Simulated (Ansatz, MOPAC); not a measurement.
System: AlH2 (charge +1, singlet). SMILES: [AlH2+]
Structure (B3LYP-D3(BJ)/def2-TZVP (Ansatz, a quantum-chemistry and plane-wave program) minimum search):
```xyz
3

Al     0.0000     0.0000     0.0000
H      0.0000     0.0000     1.5491
H      0.0000     0.0000    -1.5491
```
Charge +1, spin multiplicity 1.

Wanted: vertical ionisation energy to the doublet, in eV. Terms: UHF or UKS for open shells; non-relativistic; spin-orbit terms left out; six Cartesian d functions in 6-31G* and its kin unless marked 5d; each state is the SCF solution reached for its charge and spin; 6-311+G** with 5d, 6d on Na to Ar in Ansatz; no dispersion term unless named; frozen cores in correlated levels. First-principles rows: single points at B3LYP-D3(BJ) geometries (Ansatz). Semi-empirical rows: differences of heats of formation at the shared geometry for vertical values. A UHF reference is markedly spin-contaminated in at least one set, which strains HF and MP2. The spin state of an ion or metal species was assumed, not searched.

```csv
level,program,vertical ionisation energy to the doublet (eV)
AM1,MOPAC,17.42
PM6,MOPAC,18.37
MNDO,MOPAC,17.43
HF/6-31G*,Ansatz,18.50
HF/6-311+G**,Ansatz,18.37
B3LYP/3-21G,Ansatz,19.40
B3LYP/6-31G*,Ansatz,19.21
MP2/6-31G*,Ansatz,18.98
MP2/6-311+G**,Ansatz,19.11
B3LYP/def2-TZVPD,Ansatz,19.13
wB97M-V/def2-TZVPD,Ansatz,19.21
wB97X-V/def2-TZVPD,Ansatz,19.27
```

No value to compare with is used here. The 9 habitual levels span 17.42 (AM1) to 19.40 eV (B3LYP/3-21G); wB97M-V/def2-TZVPD gives 19.21.

The levels are drawn from those run, B3LYP/6-31G* more often than the rest, none by its result; left out are runs that failed, that the program found above a lower state of the same kind, or whose <S^2> lies over 0.5 above the pure value.
